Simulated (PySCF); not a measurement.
Single conformer, no relativistic terms, rapidly exchanging positions averaged, gas phase. Coordinates at the GFN2-xTB level; shielding tensors at PBE0/pcSseg-1 (GIAO); PySCF 2.14.

Chemical shifts δ = σref − σ; $^{1}$H (31.72 ppm) and $^{13}$C (186.93 ppm) against TMS, all at this level. Shifts are as computed. Against solution values, carbons near 30 ppm lie about +3 ppm off and those near 130 ppm about +5 ppm. Of 1211 compounds with measured shifts, 218 miss one by over three times the rms of a fit or turn the order of signals round; such compounds aren't used in these exercises.

(1) Order these molecules by the shift of their most deshielded carbon, lowest δ first.
A. COc1c[pH]c(C)c1
B. FCC1=CCC=CO1
C. C=C/C=C\CC(F)F
D. COC(=O)c1ocpc1C=O
E. C=C[Si@H]1[SiH2][Si@@H](C=O)[SiH2]1

(2) Order these molecules by the shift of their most shielded carbon, lowest δ first.
A. COC(=O)c1ocpc1C=O
B. C=C[Si@H]1[SiH2][Si@@H](C=O)[SiH2]1
C. C=C/C=C\CC(F)F
D. COc1c[pH]c(C)c1

(3) How many $^{13}$C and $^{1}$H signals does each give (equivalence by symmetry and fast rotation, but not about amide C–N or C=N bonds)? `C=C[Si@H]1[SiH2][Si@@H](C=O)[SiH2]1`, `COc1c[pH]c(C)c1`, `C=C/C=C\CC(F)F`, `FCC1=CCC=CO1`, `COC(=O)c1ocpc1C=O`

Results:

(1) C (141.4 ppm, alkene CH), B (154.8 ppm, alkene carbon bearing oxygen), A (173.9 ppm, unsaturated ring carbon), D (194.3 ppm, aromatic CH next to the ring oxygen), E (261.0 ppm, carbonyl carbon).

(2) D (21.6 ppm, methyl carbon on an unsaturated ring), C (38.7 ppm, allylic sp3 CH2), A (54.3 ppm, methyl carbon bonded to O), B (139.5 ppm, alkene CH).

(3) C=C[Si@H]1[SiH2][Si@@H](C=O)[SiH2]1: 3 C, 8 H; COc1c[pH]c(C)c1: 6 C, 5 H; C=C/C=C\CC(F)F: 6 C, 7 H; FCC1=CCC=CO1: 6 C, 5 H; COC(=O)c1ocpc1C=O: 6 C, 3 H.
